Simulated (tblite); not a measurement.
C2H2F5Si (doublet state).
Bonds: F1–C2, C2–F3, C2–F4, C2–C5, C5–F6, C5–F7, C5–Si8. Hydrogens: H9, H10 on Si8.

Computed with GFN2-xTB (tblite), gas phase: L-BFGS steps from a force-field or distance-geometry start until the largest atomic force falls under 0.01 eV/Å.

At the end of the run (lengths in Å): C5–Si8 1.947, Si8–H10 1.453, Si8–H9 1.453, C2–F3 1.341, C2–F4 1.329, C5–F7 1.361, C2–C5 1.531, C2–C5–Si8 111.1°, F4–C2–C5 115.0°, F6–C5–Si8 111.9°, C2–C5–F6 107.7°, F1–C2–C5–F6 -179°, H9–Si8–C5–C2 -66°.

Question: These geometries were met on the way; a selection of coordinates is given. Order them by energy above the end point, lowest first.
A. C5–Si8 1.930, Si8–H10 1.439, Si8–H9 1.440, C2–F3 1.338, C2–F4 1.323, C5–F7 1.360, C2–C5 1.538, C2–C5–Si8 114.2°, F4–C2–C5 112.2°, F6–C5–Si8 109.0°, C2–C5–F6 109.2°, F1–C2–C5–F6 -179°, H9–Si8–C5–C2 -64°
B. C5–Si8 1.847, Si8–H10 1.486, Si8–H9 1.483, C2–F3 1.371, C2–F4 1.351, C5–F7 1.378, C2–C5 1.522, C2–C5–Si8 114.9°, F4–C2–C5 111.7°, F6–C5–Si8 108.5°, C2–C5–F6 110.7°, F1–C2–C5–F6 -178°, H9–Si8–C5–C2 -62°
C. C5–Si8 1.955, Si8–H10 1.458, Si8–H9 1.458, C2–F3 1.341, C2–F4 1.331, C5–F7 1.362, C2–C5 1.536, C2–C5–Si8 114.5°, F4–C2–C5 114.5°, F6–C5–Si8 111.0°, C2–C5–F6 107.0°, F1–C2–C5–F6 -178°, H9–Si8–C5–C2 -65°
D. C5–Si8 1.954, Si8–H10 1.439, Si8–H9 1.440, C2–F3 1.339, C2–F4 1.329, C5–F7 1.362, C2–C5 1.538, C2–C5–Si8 114.7°, F4–C2–C5 114.4°, F6–C5–Si8 110.6°, C2–C5–F6 107.3°, F1–C2–C5–F6 -179°, H9–Si8–C5–C2 -65°
E. C5–Si8 1.903, Si8–H10 1.457, Si8–H9 1.456, C2–F3 1.349, C2–F4 1.330, C5–F7 1.361, C2–C5 1.534, C2–C5–Si8 114.1°, F4–C2–C5 111.3°, F6–C5–Si8 108.4°, C2–C5–F6 110.2°, F1–C2–C5–F6 -179°, H9–Si8–C5–C2 -63°

Answer: C (0.014 eV), D (0.024 eV), A (0.060 eV), E (0.105 eV), B (0.245 eV).

```csv
step,E above end (eV),"rms distance from the end, all atoms (Å)",largest force (eV/Å),rms shift of all bonds from the end (Å)
7,0.014,0.057,0.187,0.004
4,0.024,0.064,0.327,0.007
2,0.060,0.073,0.420,0.009
1,0.105,0.079,1.237,0.015
0,0.245,0.086,2.968,0.039
```

Rows stand in the order of the answer.
